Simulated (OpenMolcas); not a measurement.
## Ni VI: Racah parameters, worked from levels

```
Program             : OpenMolcas 26.06
Basis               : ANO-RCC-VDZP [5s4p2d1f]
Scalar Hamiltonian  : DKH2, point nucleus
Active space        : 5 electrons in 5 orbitals (3d)
State averaging     : 2S+1 = 6 even, 1 root; 2S+1 = 4 even, 24 roots; 2S+1 = 2 even, 75 roots
Spin-orbit coupling : RASSI with atomic mean-field integrals over the reference wave functions, term energies averaged over their components
```

Methods: CASSCF; MS-CASPT2, IPEA 0.25 Eh, imaginary shift 0.1 Eh (closed shells correlated: 3s 3p).

**Racah parameters.** Above 6S, d5 has 4D at 17B + 5C, 4G at 10B + 5C and 4P at 7B + 7C. The first two fix B and C, and the third tests them; where it misses by thousands of cm-1, two parameters do not describe the configuration (Trees and configuration-interaction terms are left out) and B and C hang on the terms chosen. Term energies are centres of gravity, weighted by 2J + 1.

| Source | 4D | 4G | B | C | C/B | 4P from B, C | 4P found |
| --- | --- | --- | --- | --- | --- | --- | --- |
| CASSCF | 59105 | 47441 | 1666 | 6156 | 3.70 | 54754 | 54464 |
| MS-CASPT2 | 54537 | 45464 | 1296 | 6501 | 5.02 | 54579 | 49353 |

Energies in cm-1. From CASSCF to MS-CASPT2, B changes by -22.2 % and C by +5.6 %.

Term energies are means over components that CASPT2 splits; among the terms shown or strongly mixed into the levels shown the widest spread is 170 cm-1 (3d5 4G, MS-CASPT2). The basis is small and was not contracted for so high a charge. Without dynamic correlation excited terms often stand tens of per cent too high (terms of higher spin than the ground term too low), and those without a measured partner can miss by more than the paired ones (holds for CASSCF). Blocks of more than 70 roots (2S+1 = 2 even) ran without multistate coupling (holds for MS-CASPT2). Levels of configurations outside the active space are missing.
